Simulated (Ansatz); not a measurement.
One change: `OBOCF` becomes `CNBOCF`.

Ansatz, PBE0-D4/def2-TZVP geometries, multiplicity 1. Each molecule was computed in one conformer, which needn't be the lowest.

```tsv
property	`OBOCF`
size of the dipole moment (B3LYP/def2-TZVPP) / D	1.72
size of the dipole moment (ωB97M-V/def2-TZVPP) / D	1.72
size of the dipole moment (PBE/def2-TZVPP) / D	1.64
LUMO energy (PBE/def2-TZVPP) / eV	-0.47
HOMO energy (PBE/def2-TZVPP) / eV	-7.71
HOMO energy (PBE0/def2-TZVPP) / eV	-9.39
```

**Question.** Give the same properties after the change, and the shifts. (An estimate is asked.)

**Answer.** Ansatz gave: 
```tsv
property	`CNBOCF`	shift
size of the dipole moment (B3LYP/def2-TZVPP) / D	1.94	0.22
size of the dipole moment (ωB97M-V/def2-TZVPP) / D	1.93	0.21
size of the dipole moment (PBE/def2-TZVPP) / D	1.93	0.29
LUMO energy (PBE/def2-TZVPP) / eV	-0.17	0.30
HOMO energy (PBE/def2-TZVPP) / eV	-6.18	1.53
HOMO energy (PBE0/def2-TZVPP) / eV	-7.53	1.86
```

With PBE0 the HOMO rises by 1.86 eV and the LUMO rises by 0.24 eV, so the gap narrows by about 1.62 eV. PBE moves the HOMO by 1.53 eV and ωB97M-V by 1.95 eV. Dipoles are sizes alone; their direction can turn.

B3LYP here is the variant with VWN-RPA as its local correlation; programs differ in this.
